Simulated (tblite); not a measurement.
Compound: C5H16Si2.
Cartesian coordinates in Å at the GFN2-xTB level; atoms count from 1:
```
atom  x, y, z in Å
C1     3.446   -0.433   -0.581
C2     2.291    0.458   -0.140
C3     0.973   -0.311   -0.066
C4    -0.175    0.563    0.434
C5    -1.492   -0.203    0.601
Si6   -2.762    0.859    1.547
Si7   -2.178   -0.858   -1.052
H8     3.248   -0.859   -1.562
H9     3.589   -1.250    0.124
H10    4.371    0.138   -0.635
H11    2.185    1.289   -0.841
H12    2.518    0.883    0.841
H13    0.730   -0.702   -1.056
H14    1.092   -1.165    0.607
H15    0.121    0.998    1.395
H16   -0.323    1.394   -0.262
H17   -1.287   -1.075    1.233
H18   -3.992    0.093    1.750
H19   -3.053    2.086    0.803
H20   -2.207    1.222    2.857
H21   -2.174    0.222   -2.041
H22   -1.378   -1.977   -1.562
H23   -3.546   -1.344   -0.859
```

Computed with GFN2-xTB (tblite): harmonic, unscaled wavenumbers at the GFN2-xTB geometry, gas phase. This tight-binding method is rough: wavenumbers can miss measured ones by several per cent, in bad cases by 10 to 20. Modes of hydrogen on silicon can be 10 to 20 % off. One conformer, not necessarily the lowest.

Harmonic wavenumbers (cm⁻¹): 46.9, 72.4, 94.4, 108.0, 122.7, 136.5, 180.9, 230.7, 241.2, 275.4, 358.8, 421.6, 509.7, 520.5, 521.8, 577.7, 680.3, 769.0, 772.5, 782.3, 786.7, 794.4, 802.7, 815.6, 827.5, 853.5, 942.1, 955.3, 1044.1, 1063.3, 1097.5, 1106.3, 1115.1, 1137.8, 1214.7, 1252.2, 1280.3, 1289.4, 1301.4, 1349.2, 1374.6, 1416.1, 1496.0, 1498.6, 1505.1, 1506.5, 1507.8, 2226.5, 2233.8, 2245.4, 2253.5, 2258.8, 2266.7, 2900.4, 2926.3, 2951.6, 2958.9, 2965.3, 2975.8, 2980.7, 3027.2, 3029.7, 3035.2.

A = 2689, B = 728.9, C = 601.4 MHz; mass 132.079 u (most abundant isotopes); point group C1, symmetry number 1.

Q: What is the zero-point energy?

A: Half the sum of the wavenumbers: 40996 cm⁻¹ = 117.22 kcal/mol.

Q: Entropy at 500 K, 1 bar (ideal gas, RRHO, classical rotation)?

A: Translation 43.14, rotation 31.53, vibration 61.67: S = 136.3 cal/(mol K).

Q: And Cp and H(500 K) − H(0)?

A: Cp = 67.55 cal/(mol K), of which vibrations give 59.61 (their classical limit is 63 R = 125.2); H(500 K) − H(0) = 19.61 kcal/mol without the zero-point energy, 15.64 from vibrations.

Q: Which modes carry the vibrational entropy at 500 K?

A: 46.9 cm⁻¹: 5.97; 72.4 cm⁻¹: 5.11; 94.4 cm⁻¹: 4.58; 108.0 cm⁻¹: 4.32; 122.7 cm⁻¹: 4.07; 136.5 cm⁻¹: 3.86 cal/(mol K); the other 57 give 33.77 together.

Q: Blend soft modes into free rotors: weight 1/[1 + (100 cm⁻¹/ν̃)⁴] for the oscillator and the rest for a rotor with moment μB/(μ + B), μ = h/(8π²ν), B = 10⁻⁴⁴ kg m². What vibrational entropy results?

A: 57.20 cal/(mol K) in place of 61.67, which changes −T·S at 500 K by +2.23 kcal/mol.

Q: What must be added to the electronic energy to get the Gibbs energy at 500 K and 1 bar?

A: ZPE + [H(500 K) − H(0)] − T·S = 117.22 + 19.61 − 68.17 = 68.66 kcal/mol.

Q: How do the functions run with temperature in this model?

A: 
```csv
T (K),S (cal/(mol K)),Cp (cal/(mol K)),H − H(0) (kcal/mol),G − H(0) (kcal/mol),ln q(vib)
100,73.0,22.2,1.47,-5.83,2.20
200,91.8,33.4,4.25,-14.12,5.61
300,107.7,45.6,8.19,-24.10,8.90
800,173.3,89.6,43.46,-95.18,24.41
1000,194.4,99.4,62.42,-131.99,30.07
```

q(vib) and H(0) count from the zero-point level.

Hindered rotation and anharmonicity are outside this model. Other conformers, if any are populated, would add a mixing term that is left out. The structure is chiral; the term R ln 2 for an equal mix with its mirror image is left out.
